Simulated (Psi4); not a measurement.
C3H8Br2Sn (SMILES C[CH2][Sn]([CH3])([Br])[Br]), singlet, at a GFN2-xTB geometry (such geometries of metal compounds can be far from the true shape) (core potentials on Sn).

Input for Psi4:
```
memory 2 GB

molecule mol {
0 1
C    -2.519642   -2.151357    0.243342
C    -1.893784   -1.315597   -0.840097
Sn    0.123371   -0.462076   -0.236074
C     2.055228   -1.588949   -0.304397
Br    0.500805    1.634673   -1.603810
Br   -0.123860    0.312230    2.159247
H    -1.925678   -3.035388    0.464319
H    -2.652530   -1.581882    1.161199
H    -3.504370   -2.481929   -0.089054
H    -1.702596   -1.887943   -1.744563
H    -2.499470   -0.444453   -1.084491
H     1.976729   -2.464961    0.328083
H     2.834908   -0.930360    0.063595
H     2.260571   -1.875448   -1.328770
}

set {
  basis def2-svpd
  reference rks
}

energy('cam-b3lyp')
print_variables()
```

### Question
What is the computed dipole moment (CAM-B3LYP/def2-SVPD (Psi4))?

### Answer
4.13 D

### Question
Estimate the total energy that CAM-B3LYP/def2-SVPD returns for this input.

### Answer
-5481.2967 Eh

### Question
What nuclear repulsion energy does CAM-B3LYP/def2-SVPD give?

### Answer
896.1131 Eh

### Question
Predict the number of basis functions from CAM-B3LYP/def2-SVPD.

### Answer
238
